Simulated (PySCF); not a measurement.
Solvent effects on NMR parameters

Geometry (Å), atoms numbered from 1 in this order:
```xyz
14

C     2.932   -0.446   -0.167
C     1.876    0.140   -0.066
C     0.674    0.963    0.076
O     0.775    2.157    0.283
N    -0.519    0.308   -0.039
C    -0.650   -1.103   -0.283
C    -1.736    1.066    0.094
H     3.875   -0.955   -0.254
H    -1.201   -1.594    0.539
H    -1.202   -1.290   -1.220
H     0.340   -1.568   -0.363
H    -1.475    2.114    0.280
H    -2.341    0.998   -0.827
H    -2.343    0.687    0.934
```

GIAO PBE0/pcSseg-1 in PySCF 2.14.0 with density-fitted response routines on one PBE0-D3(BJ)/def2-SVP conformer, non-relativistic, equivalent nuclei averaged. Solvents enter as an IEF-PCM continuum (chloroform with ε = 4.7) around the gas-phase geometry. Shifts are referred to TMS computed in the same medium.

Gas phase, δ in ppm: C3 153.7, C1 85.0, C2 78.2, C6 37.3, C7 31.4, H9/H10/H11 3.13, H12/H13/H14 2.94, H8 2.88. Dipole moment 4.01 D.

Problem. How does each δ change in the continuum?

Solution. 
| atoms | environment | Δδ, chloroform |
| --- | --- | --- |
| C3 | amide carbonyl carbon | +2.0 |
| C1 | terminal alkyne carbon | +3.8 |
| C2 | alkyne carbon | +0.5 |
| C6 | methyl carbon bonded to N | +0.7 |
| C7 | methyl carbon bonded to N | +0.7 |
| H9/H10/H11 | hydrogen on a methyl carbon bonded to N | +0.11 |
| H12/H13/H14 | hydrogen on a methyl carbon bonded to N | +0.05 |
| H8 | hydrogen on a terminal alkyne carbon | +0.47 |

Changes are relative to the gas phase. The dipole moment becomes 4.93 D in chloroform.

Problem. Which nuclei move most (in ppm), and what does the model miss?

Solution. C1 (terminal alkyne carbon, +3.8 ppm) in chloroform. A continuum only polarises the solute; specific hydrogen bonds, the anisotropy of aromatic solvents and changes of geometry or conformer are outside it.
